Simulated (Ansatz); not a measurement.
`C[SiH]1CCO1` at its PBE0-D4/def2-TZVP geometry, where that method's forces vanish. Charge 0, multiplicity 1.

```xyz
13

C    -1.9116    0.1277   -0.7305
Si   -0.4251    0.5547    0.2971
C     0.7925   -0.7842    0.7897
C     1.7530    0.0416   -0.0961
O     0.8909    1.1004   -0.5758
H    -2.3166    1.0257   -1.2053
H    -2.6998   -0.3000   -0.1041
H    -1.6606   -0.5906   -1.5139
H    -0.8452    1.4990    1.3727
H     0.5972   -1.7880    0.4133
H     1.0854   -0.8432    1.8369
H     2.5875    0.4735    0.4629
H     2.1526   -0.5166   -0.9470
```

Question: What forces (eV/Å) does PBE-D4/def2-TZVPP give on these atoms in Ansatz 0.2.0? (An estimate is asked.)

Answer: The calculation gave: 
```
C1   0.018  0.010  0.015
Si2 -0.339 -0.084  0.211
C3   0.000 -0.098  0.078
C4   0.157 -0.206  0.100
O5   0.112  0.594 -0.483
H6  -0.088  0.165 -0.094
H7  -0.157 -0.079  0.112
H8   0.041 -0.139 -0.152
H9  -0.059  0.111  0.129
H10 -0.044 -0.202 -0.061
H11  0.052 -0.025  0.209
H12  0.202  0.084  0.125
H13  0.106 -0.131 -0.189
```
